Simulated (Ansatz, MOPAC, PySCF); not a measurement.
Pair of molecules: N2 (SMILES N#N) (first 2 atoms) with PH3 (SMILES P); geometry from B3LYP-D3(BJ)/def2-TZVP, rigid monomers moved along the line of their centres of mass till N2···H6 is 2.96 Å.
(charge 0, multiplicity 1):
| atom | x (Å) | y (Å) | z (Å) |
|---|---|---|---|
| N | -0.4741 | 0.5288 | -0.2586 |
| N | 0.5442 | 0.1394 | -0.2948 |
| P | 0.1710 | -0.1745 | 3.4052 |
| H | -0.8150 | -0.7908 | 2.5925 |
| H | -0.0345 | 1.1047 | 2.8274 |
| H | 1.2260 | -0.4985 | 2.5139 |

Monomers are frozen at their geometry in the pair; levels with a basis set take the counterpoise correction.

The state reached by PM7 isn't checked; PM7 holds dispersion and hydrogen-bond terms.

Programs: Ansatz (Gaussian orbitals); MOPAC for PM7 (differences of heats of formation); PySCF for the dispersion terms. Values without a source in brackets are computed.

### Question
One of these levels gives -2.5 kJ/mol for the interaction energy. Which one is it?
A) r2SCAN-D4/def2-TZVPPD
B) B3LYP/def2-TZVPPD
C) PM7

### Answer
C, PM7. The others give -0.1 (r2SCAN-D4/def2-TZVPPD), 5.0 (B3LYP/def2-TZVPPD)

Ansatz is an electronic-structure program.
